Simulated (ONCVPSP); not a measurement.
chromium (Cr): ONCV pseudisation with LDA (Perdew-Wang 92), scalar-relativistic reference atom.

chromium (Cr), optimised norm-conserving Vanderbilt (ONCV), made with ONCVPSP 4.0.1 (LDA (Perdew-Wang 92), scalar-relativistic). Core [Ne], reference 3s2 3p6 3d5 4s1. Waves: 3s+4s: rc 1.20 bohr, ncon 4, nbas 7, qcut 9.4 1/bohr, 2 projectors; 3p: rc 1.30 bohr, ncon 4, nbas 7, qcut 11.1 1/bohr, 2 projectors, debl 2 Ha; 3d: rc 1.35 bohr, ncon 3, nbas 7, qcut 13.6 1/bohr, 2 projectors, debl 2.9 Ha. Local part: polynomial inside 0.75 bohr (lpopt 5, dvloc0 2 Ha). Core correction: polynomial model core, fcfact 0.25.

All-electron outer shells of the reference configuration (LDA (PZ), scalar-relativistic, ld1.x):

| shell | level (eV) | outermost node (bohr) | outermost maximum (bohr) |
| --- | --- | --- | --- |
| 2p | -560.31 | – | 0.20 |
| 3s | -73.56 | 0.36 | 0.78 |
| 3p | -45.35 | 0.33 | 0.80 |
| 4s | -4.20 | 1.12 | 2.74 |
| 3d | -3.13 | – | 0.84 |

(1) Estimate the cutoffs (Ha) at which the residual kinetic energy of the hardest occupied pseudo-wave falls to 1 and 0.1 mHa per electron.

(2) What does a ghost test show?

(3) Which valence shell sets the plane-wave cutoff?

## Answers

(1) 58 Ha and 68 Ha.

(2) No bound ghost flagged; GHOST(+) flagged for s at 432.3 eV.

(3) 3d: 58 Ha for 1 mHa per electron, against 34 Ha for 3s.

Its largest configuration-test error is +6.0 meV (3s2 3p6 3d4 4s2). 1 of 4 tests not solved or not reliable.
